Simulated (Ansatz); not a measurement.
Two structures of Si2AsH9, closed shell, reached by relaxing down either side of one saddle point (PBE0-D4/def2-TZVP). Energies are electronic, without zero-point energy. Program: Ansatz 0.2.0. Basis: def2-TZVPP and def2-QZVPP. Cores are frozen in the correlated methods. Filled d shells of the heavier atoms are correlated. The def2 sets are not built for correlating such inner shells, so the correlated values are less sure here. Extrapolation: Hartree–Fock as exp(−7.88 √X), correlation as X^−2.97. First:

Si1  (-0.604, 0.315, 0.301)
H2  (0.878, 0.326, 0.157)
H3  (-1.201, -0.161, -0.975)
H4  (-0.971, -0.628, 1.390)
Si5  (-1.368, 2.470, 0.798)
H6  (2.676, -2.374, -0.112)
As7  (1.398, -2.793, -0.822)
H8  (-0.768, 2.951, 2.072)
H9  (-2.849, 2.475, 0.939)
H10  (-0.991, 3.413, -0.290)
H11  (1.740, -1.961, -2.049)
H12  (2.058, -4.034, -1.407)
(Å)

Second:

| atom | x (Å) | y (Å) | z (Å) |
| --- | --- | --- | --- |
| Si1 | -1.0486 | -0.7192 | -0.1637 |
| H2 | 2.8051 | 0.5162 | 2.1646 |
| H3 | -2.1192 | -1.0321 | -1.1496 |
| H4 | -1.3948 | -1.3802 | 1.1247 |
| Si5 | -0.8925 | 1.5919 | 0.1478 |
| H6 | 2.6879 | -0.0004 | 1.6379 |
| As7 | 1.0693 | -1.5486 | -0.8350 |
| H8 | 0.1375 | 1.8976 | 1.1756 |
| H9 | -2.1960 | 2.1587 | 0.5875 |
| H10 | -0.4967 | 2.2426 | -1.1306 |
| H11 | 0.9656 | -0.8760 | -2.1970 |
| H12 | 0.4826 | -2.8507 | -1.3621 |

**Question.** Which bonds change from the first to the second?

**Answer.** Si₂H₆ ([SiH3][SiH3]) + AsH₃ → Si₂AsH₇ ([SiH3][SiH2][AsH2]) + H₂; bonds formed: Si1–As7, H2–H6; bonds broken: Si1–H2, H6–As7.

**Question.** Give the saddle point's structure and its height above each. (Judge from chemistry; the value comes from the calculation.)

**Answer.** The calculation gives: 251.1 kJ/mol above the first and 262.5 kJ/mol above the second (CCSD(T) at an estimated basis limit (MP2 extrapolated from triple and quadruple zeta, plus CCSD(T) − MP2 in triple zeta)).
Si1  (-0.694, -0.377, 0.311)
H2  (1.061, -0.190, 0.588)
H3  (-1.690, -0.807, -0.714)
H4  (-1.039, -1.029, 1.601)
Si5  (-0.892, 1.956, 0.430)
H6  (1.840, -0.894, 0.454)
As7  (1.171, -2.040, -0.659)
H8  (-0.125, 2.464, 1.600)
H9  (-2.307, 2.407, 0.545)
H10  (-0.311, 2.555, -0.803)
H11  (1.435, -0.914, -1.642)
H12  (1.551, -3.133, -1.711)
(Å)

No T1 diagnostic of these runs exceeds 0.013.

Labels in which every atom is bracketed show which atoms are joined, not bond orders.

For scale, one of the runs: CCSD(T)/def2-TZVPP, 258 basis functions, launched by `ansatz run in.yaml --threads 8 --pin off --events-out ev --progress --plain --max-ram 19148MiB`. Hardware: 8 CPU threads of an Arm Neoverse V1, shared host. Wall time 96 s; peak host memory 5.4 GiB.
